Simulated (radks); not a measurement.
Task: The table gives one normalised radial function P(r) = r R(r) (large component) of Cl6+ in [He] 2s2 2p(1/2: 2, 3/2: 3) 3s2 (r in bohr). Calculated with a radial shooting solver on a logarithmic mesh with Libxc functionals: Dirac Kohn-Sham, PBE, spin-unpolarised, spherical densities, finite nucleus; Fermi nuclear charge, rms radius 3.3654 fm.

r          P
0.006584  0.0067
0.008237  0.0104
0.01039   0.0162
0.0131    0.0251
0.01639   0.0382
0.02067   0.0586
0.02586   0.0878
0.03261   0.1320
0.0408    0.1931
0.05145   0.2815
0.06437   0.3970
0.08118   0.5525
0.1016    0.7378
0.1281    0.9585
0.1602    1.1809
0.2021    1.3875
0.2548    1.5235
0.3188    1.5422
0.4021    1.4171
0.503     1.1665
0.6344    0.8279
0.7936    0.5038
1.001     0.2445
1.252     0.0947
1.579     0.0255
1.976     0.0048
2.491     0.0005
3.117     0.0000
3.931     0.0000

Which n and l does it have? It may be an empty orbital.

Result: n = 2, l = 1: the number of nodes gives n - l - 1 = 0, the rise at small r points to l (this Dirac orbital starts outside the nucleus as r^gamma with gamma = sqrt((l + 1)^2 - (Z/c)^2) = 2.00; the j = 3/2 orbital of l + 1 starts with the same power, but with a smaller coefficient, and then steepens), and the extent must fit the shell. The curve is that of 2p3/2; the two j differ most near the nucleus, where j = l - 1/2 has the larger amplitude, and in heavy atoms j = l - 1/2 is also the more compact. 2p3/2: eigenvalue -326.39 eV, 0 radial nodes, <r> = 0.391 bohr, 90 % of the charge inside 0.643 bohr.
